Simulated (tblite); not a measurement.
A geometry optimisation, step by step.

Species: C6H10ClFSi.
Atom-mapped SMILES: `[CH2:1]=[C:2]([Cl:3])[C@@H:4]1[CH2:5][C@H:6]([F:7])[CH2:8][SiH2:9]1` (hydrogens: H10, H11 on C1; H12 on C4; H13, H14 on C5; H15 on C6; H16, H17 on C8; H18, H19 on Si9)

Computed with GFN2-xTB (tblite), gas phase: L-BFGS steps from a force-field or distance-geometry start until the largest atomic force falls under 0.01 eV/Å. 7 of its 75 geometries are shown.

Step 0: E = -786.9441 eV, largest atomic force 2.188 eV/Å
```
atom  x, y, z in Å  |  force x, y, z in eV/Å
C1      2.559   -0.412   -0.880   -0.453   1.360   0.946
C2      1.942    0.461   -0.049    1.544  -1.189  -0.994
Cl3     2.830    1.903    0.502   -0.684  -0.715  -0.217
C4      0.582    0.245    0.441    0.335  -0.655   0.764
C5     -0.065   -1.048   -0.077   -0.093   0.485  -0.774
C6     -1.469   -0.901    0.479    0.272   0.226   0.682
F7     -2.185   -2.063    0.411   -0.156  -0.109   0.194
C8     -2.093    0.230   -0.306   -0.893  -0.090   0.147
Si9    -0.676    1.444   -0.230   -0.227   1.827  -0.464
H10     3.561   -0.176   -1.192   -0.015  -0.295  -0.205
H11     2.055   -1.304   -1.233    0.412   0.391   0.091
H12     0.564    0.169    1.552    0.239   0.342  -0.550
H13     0.459   -1.944    0.243   -0.133  -0.084  -0.105
H14    -0.164   -0.961   -1.202    0.406  -0.633   1.072
H15    -1.342   -0.563    1.551   -0.673  -0.865  -0.611
H16    -3.014    0.618    0.187    0.467  -0.522  -0.679
H17    -2.269   -0.128   -1.333   -0.398   0.224   0.489
H18    -1.000    2.507    0.698    0.019   0.307   0.202
H19    -0.286    1.931   -1.552    0.033  -0.006   0.012
```

Step 12: E = -787.4988 eV, largest atomic force 0.342 eV/Å
```
atom  x, y, z in Å  |  force x, y, z in eV/Å
C1      2.663   -0.391   -0.924   -0.084   0.136   0.010
C2      1.994    0.424   -0.127   -0.145  -0.235   0.082
Cl3     2.711    1.867    0.526    0.097   0.020  -0.163
C4      0.608    0.242    0.375   -0.291   0.170   0.058
C5     -0.077   -1.068   -0.010   -0.008   0.033   0.033
C6     -1.513   -0.924    0.488    0.015   0.001  -0.040
F7     -2.245   -2.078    0.279    0.050  -0.003  -0.074
C8     -2.121    0.258   -0.252    0.094   0.109  -0.042
Si9    -0.705    1.543   -0.219    0.141  -0.009   0.019
H10     3.663   -0.207   -1.260    0.165   0.146   0.051
H11     2.213   -1.294   -1.290   -0.082  -0.037  -0.017
H12     0.643    0.325    1.467    0.052  -0.123   0.007
H13     0.412   -1.952    0.397    0.008  -0.007   0.112
H14    -0.097   -1.149   -1.099   -0.011  -0.150   0.021
H15    -1.524   -0.760    1.574   -0.029  -0.065  -0.031
H16    -3.071    0.572    0.179    0.102  -0.004   0.043
H17    -2.325   -0.056   -1.277   -0.040   0.006   0.025
H18    -0.940    2.641    0.717    0.033  -0.048   0.030
H19    -0.300    2.017   -1.536   -0.068   0.061  -0.125
```

Step 25: E = -787.5651 eV, largest atomic force 0.095 eV/Å
```
atom  x, y, z in Å  |  force x, y, z in eV/Å
C1      2.671   -0.382   -0.944   -0.005   0.023  -0.040
C2      1.973    0.405   -0.144    0.034   0.023  -0.010
Cl3     2.705    1.886    0.428   -0.073  -0.055  -0.025
C4      0.592    0.238    0.370    0.074  -0.037   0.024
C5     -0.075   -1.100    0.051    0.001   0.004   0.002
C6     -1.536   -0.942    0.461   -0.016  -0.015  -0.021
F7     -2.256   -2.072    0.120   -0.003  -0.010  -0.042
C8     -2.102    0.289   -0.240   -0.015  -0.022  -0.008
Si9    -0.679    1.558   -0.231   -0.001  -0.058   0.005
H10     3.676   -0.133   -1.235   -0.030  -0.007  -0.022
H11     2.267   -1.296   -1.341   -0.014   0.021   0.078
H12     0.646    0.325    1.460    0.015   0.036   0.055
H13     0.399   -1.935    0.572   -0.028   0.038   0.017
H14    -0.043   -1.305   -1.020    0.002   0.015  -0.018
H15    -1.629   -0.859    1.551    0.019   0.020   0.005
H16    -3.021    0.626    0.232   -0.003   0.000   0.033
H17    -2.362    0.000   -1.259    0.003   0.009  -0.027
H18    -0.863    2.635    0.738    0.010   0.015   0.038
H19    -0.373    2.070   -1.563    0.031  -0.001  -0.043
```

Step 37: E = -787.5736 eV, largest atomic force 0.054 eV/Å
```
atom  x, y, z in Å  |  force x, y, z in eV/Å
C1      2.659   -0.374   -0.949    0.002   0.000  -0.020
C2      1.968    0.413   -0.145    0.003  -0.025  -0.005
Cl3     2.666    1.919    0.389   -0.006   0.015  -0.034
C4      0.600    0.229    0.392   -0.009   0.048   0.022
C5     -0.071   -1.105    0.072    0.032   0.028  -0.002
C6     -1.542   -0.947    0.440    0.018  -0.028  -0.001
F7     -2.247   -2.072    0.055   -0.032  -0.022  -0.004
C8     -2.099    0.296   -0.245   -0.008  -0.012   0.015
Si9    -0.664    1.548   -0.228    0.024   0.014   0.022
H10     3.644   -0.116   -1.290    0.035   0.017  -0.001
H11     2.260   -1.310   -1.291   -0.020  -0.028   0.002
H12     0.667    0.331    1.480   -0.026  -0.016   0.022
H13     0.379   -1.935    0.618    0.011  -0.012  -0.010
H14    -0.007   -1.317   -0.997   -0.014  -0.007   0.001
H15    -1.659   -0.883    1.530   -0.012  -0.005  -0.011
H16    -3.005    0.634    0.252   -0.024   0.025  -0.004
H17    -2.380    0.029   -1.264    0.018  -0.010  -0.003
H18    -0.828    2.618    0.754   -0.011   0.023  -0.012
H19    -0.348    2.050   -1.565    0.020  -0.006   0.023
```

Step 49: E = -787.5775 eV, largest atomic force 0.028 eV/Å
```
atom  x, y, z in Å  |  force x, y, z in eV/Å
C1      2.646   -0.377   -0.949    0.005  -0.009  -0.004
C2      1.959    0.416   -0.147    0.006   0.008  -0.008
Cl3     2.636    1.952    0.321   -0.007   0.007  -0.005
C4      0.601    0.227    0.414    0.008  -0.011  -0.001
C5     -0.068   -1.105    0.082   -0.011  -0.006   0.002
C6     -1.545   -0.955    0.435   -0.012   0.011  -0.006
F7     -2.246   -2.073    0.018    0.006  -0.001   0.001
C8     -2.092    0.299   -0.241    0.000   0.010   0.005
Si9    -0.654    1.551   -0.206   -0.027  -0.001  -0.008
H10     3.619   -0.106   -1.319    0.002  -0.001   0.008
H11     2.259   -1.330   -1.256    0.004  -0.010   0.006
H12     0.674    0.318    1.503    0.011  -0.001   0.008
H13     0.380   -1.940    0.623    0.001  -0.005  -0.013
H14    -0.001   -1.308   -0.988    0.009  -0.006   0.003
H15    -1.681   -0.913    1.523    0.000   0.011  -0.006
H16    -3.003    0.637    0.248    0.002   0.001  -0.004
H17    -2.362    0.041   -1.266    0.015   0.001   0.015
H18    -0.830    2.641    0.752   -0.004  -0.009   0.009
H19    -0.301    2.034   -1.539   -0.006   0.010  -0.003
```

Step 62: E = -787.5800 eV, largest atomic force 0.040 eV/Å
```
atom  x, y, z in Å  |  force x, y, z in eV/Å
C1      2.663   -0.397   -0.934   -0.001  -0.004   0.026
C2      1.956    0.419   -0.174   -0.018  -0.013   0.002
Cl3     2.591    1.995    0.216    0.000   0.003  -0.005
C4      0.607    0.221    0.408   -0.026   0.018   0.008
C5     -0.071   -1.106    0.074   -0.006   0.013   0.002
C6     -1.548   -0.947    0.431    0.002  -0.031  -0.005
F7     -2.251   -2.066    0.020   -0.008  -0.002   0.006
C8     -2.090    0.305   -0.248   -0.015  -0.030   0.006
Si9    -0.657    1.556   -0.175    0.014   0.011  -0.003
H10     3.630   -0.123   -1.314   -0.003  -0.012  -0.015
H11     2.297   -1.376   -1.183    0.016   0.000  -0.009
H12     0.706    0.298    1.497   -0.011   0.015  -0.001
H13     0.370   -1.948    0.610   -0.003   0.023  -0.018
H14    -0.005   -1.303   -0.998   -0.002  -0.012   0.027
H15    -1.686   -0.898    1.519    0.028  -0.005  -0.028
H16    -3.011    0.637    0.223   -0.016   0.003   0.020
H17    -2.337    0.051   -1.278    0.009  -0.006  -0.019
H18    -0.856    2.614    0.812    0.022   0.005   0.018
H19    -0.319    2.076   -1.498    0.016   0.026  -0.014
```

Step 74: E = -787.5818 eV, largest atomic force 0.010 eV/Å
```
atom  x, y, z in Å  |  force x, y, z in eV/Å
C1      2.670   -0.413   -0.919    0.001   0.001   0.004
C2      1.949    0.418   -0.190    0.000   0.004  -0.004
Cl3     2.562    2.016    0.144    0.002   0.002   0.001
C4      0.604    0.224    0.401    0.001  -0.001  -0.001
C5     -0.073   -1.105    0.069   -0.001   0.000   0.004
C6     -1.548   -0.947    0.425   -0.003   0.002  -0.002
F7     -2.255   -2.065    0.018    0.001  -0.005  -0.004
C8     -2.091    0.305   -0.253    0.001   0.005  -0.003
Si9    -0.662    1.563   -0.162    0.002   0.002   0.000
H10     3.631   -0.135   -1.312    0.001  -0.006   0.000
H11     2.326   -1.408   -1.136   -0.009   0.002   0.003
H12     0.709    0.301    1.489    0.000   0.000   0.000
H13     0.369   -1.943    0.609    0.005  -0.004  -0.003
H14    -0.003   -1.307   -1.001   -0.001   0.001   0.003
H15    -1.680   -0.897    1.513    0.001  -0.003   0.001
H16    -3.019    0.630    0.212    0.003  -0.002   0.003
H17    -2.325    0.056   -1.288    0.001  -0.004  -0.001
H18    -0.848    2.594    0.858    0.001   0.002  -0.002
H19    -0.325    2.121   -1.470   -0.006   0.004   0.001
```

**Question.** Summarise the path.

**Answer.** The energy falls by 0.6377 eV from step 0 to step 74; nine tenths of that is first reached at step 15. It falls at every step. The largest force goes from 2.188 to 0.010 eV/Å. Among the bonds C4–Si9 changes most, from 1.863 to 1.928 Å; the atoms move by 0.264 Å rms after alignment.

**Question.** Follow the three bonds and two angles with the largest change from start to end.

**Answer.** 
| step | E above end (eV) | largest force (eV/Å) | C4–Si9 (Å) | C5–H14 (Å) | C8–Si9 (Å) | Cl3–C2–C4 (°) | C1–C2–C4 (°) |
| --- | --- | --- | --- | --- | --- | --- | --- |
| 0 | 0.6377 | 2.188 | 1.863 | 1.132 | 1.867 | 118.7 | 122.3 |
| 3 | 0.3087 | 0.573 | 1.938 | 1.086 | 1.910 | 116.8 | 123.2 |
| 6 | 0.2039 | 0.347 | 1.930 | 1.094 | 1.912 | 114.1 | 126.1 |
| 10 | 0.1169 | 0.333 | 1.947 | 1.097 | 1.928 | 111.7 | 126.5 |
| 13 | 0.0727 | 0.207 | 1.932 | 1.091 | 1.906 | 110.9 | 127.6 |
| 16 | 0.0450 | 0.357 | 1.919 | 1.091 | 1.907 | 110.9 | 129.9 |
| 19 | 0.0272 | 0.106 | 1.936 | 1.093 | 1.912 | 111.7 | 129.6 |
| 23 | 0.0193 | 0.094 | 1.928 | 1.091 | 1.909 | 111.8 | 129.3 |
| 26 | 0.0154 | 0.088 | 1.930 | 1.091 | 1.905 | 111.9 | 129.4 |
| 29 | 0.0128 | 0.058 | 1.930 | 1.092 | 1.906 | 111.6 | 129.4 |
| 32 | 0.0105 | 0.067 | 1.927 | 1.091 | 1.908 | 111.2 | 129.4 |
| 35 | 0.0091 | 0.052 | 1.930 | 1.091 | 1.905 | 111.3 | 129.1 |
| 39 | 0.0070 | 0.059 | 1.927 | 1.092 | 1.907 | 111.6 | 129.0 |
| 42 | 0.0054 | 0.043 | 1.927 | 1.092 | 1.908 | 111.6 | 129.0 |
| 45 | 0.0047 | 0.032 | 1.929 | 1.091 | 1.906 | 111.6 | 129.0 |
| 48 | 0.0043 | 0.030 | 1.926 | 1.091 | 1.907 | 111.5 | 129.1 |
| 51 | 0.0040 | 0.017 | 1.928 | 1.091 | 1.906 | 111.4 | 129.1 |
| 55 | 0.0037 | 0.021 | 1.928 | 1.091 | 1.906 | 111.3 | 129.2 |
| 58 | 0.0033 | 0.068 | 1.926 | 1.091 | 1.907 | 111.3 | 129.2 |
| 61 | 0.0021 | 0.040 | 1.928 | 1.092 | 1.905 | 111.3 | 129.1 |
| 64 | 0.0012 | 0.048 | 1.929 | 1.092 | 1.903 | 111.3 | 129.2 |
| 68 | 0.0005 | 0.038 | 1.927 | 1.091 | 1.907 | 111.3 | 129.3 |
| 71 | 0.0001 | 0.026 | 1.928 | 1.092 | 1.905 | 111.3 | 129.2 |
| 74 | 0.0000 | 0.010 | 1.928 | 1.092 | 1.906 | 111.3 | 129.3 |

The cost below is that of the whole relaxation. On one thread of an Arm Neoverse N1 (shared host), this took 1.2 s of wall time.
